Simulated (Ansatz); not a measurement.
A structure relaxed at PBE0-D4/def2-TZVP, charge 0, multiplicity 1:

```xyz
12

C    -1.2213    1.1033   -0.5470
N    -0.0864    0.5625    0.1712
C     0.0480   -0.8629    0.0213
As    1.6574   -1.6216    0.8734
H    -1.2409    2.1895   -0.4388
H    -2.1464    0.7112   -0.1156
H    -1.2270    0.8601   -1.6226
H     0.7669    1.0230   -0.1177
H     0.0688   -1.2057   -1.0284
H    -0.8071   -1.3585    0.4929
H     2.6220   -0.6526    0.1945
H     1.5660   -0.7483    2.1168
```

Q: Give its formula and SMILES.

A: C2H8AsN, `CNC[AsH2]`.

Q: Summarise the bond lengths by kind.

A: 2 × C–N 1.440 to 1.448 Å; 5 × C–H 1.092 to 1.104 Å; 1 × H–N 1.012 Å; 1 × As–C 1.973 Å; 2 × As–H 1.522 to 1.527 Å.

Results of the Gaussian-basis code of Ansatz.
